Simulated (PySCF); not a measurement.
Compound: C4H6F2O2.
SMILES: `O=C(F)[C@H](OC)CF`

Torsions of this conformer, `[CH3:1][O:2][C@H:3]([CH2:4][F:5])[C:6](=[O:7])[F:8]`: C1–O2–C3–C4 -172°, O2–C3–C4–F5 167°, O2–C3–C6–O7 20°.

The closed-shell ground state was solved at several levels (PySCF, density fitting, gas phase, non-relativistic). Geometry: GFN2-xTB, one conformer, isolated molecule.

```tsv
level	basis functions	HOMO (eV)	LUMO (eV)	gap (eV)	dipole (D)
B3LYP/def2-SVPD	220	-8.26	-1.39	6.87	2.95
PBE0/pcSseg-1	166	-8.37	-0.87	7.50	2.94
```

(1) Estimate the row for B3LYP/pcJ-1, a basis of 276 functions; the other rows only guide the guess.

(2) Over all these levels, which gives the widest orbital gap and which the narrowest?

(3) How far do the dipole and the HOMO energy spread over the levels?

Answers

(1) HOMO -8.12 eV, LUMO -1.15 eV, gap 6.97 eV, dipole 2.93 D.

(2) PBE0/pcSseg-1 (global hybrid, 25 % exact exchange) has the widest, 7.50 eV, and B3LYP/def2-SVPD (global hybrid, 20 % exact exchange) the narrowest, 6.87 eV. Functional and basis both differ between the two, so the spread mixes both effects.

(3) The dipole runs from 2.93 to 2.95 D (mean 2.94 D) and the HOMO from -8.37 to -8.12 eV.
